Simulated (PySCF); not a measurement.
# Lead: a sound run and one with changed settings

Sound run: Pb [Xe] 4f14 5d10 6s2 6p2, Pb⁺ [Xe] 4f14 5d10 6s2 6p1. Calculation: PySCF 2.14, in def2-TZVP with the def2 core potential (60 electrons); a scalar-relativistic core potential. The sound run starts from symmetry-adapted Hartree-Fock orbitals and uses a fine grid where one is needed.

Changed run: initial guess minao, at most 2 SCF cycles. This setting is unsound on purpose.

```tsv
species	method	sound run (hartree)	changed run (hartree)	converged
Pb	UHF	-191.83552	-191.78668	no
Pb	PBE0	-192.83694	-192.39582	no
Pb	M06-L	-192.94044	-192.15963	no
Pb⁺	UHF	-191.59413	-191.57003	no
Pb⁺	PBE0	-192.57907	-192.35703	no
Pb⁺	M06-L	-192.69779	-192.31165	no
```

The SCF was stopped early; the energies are upper bounds that still move, and correlated levels were skipped or rest on poor orbitals.
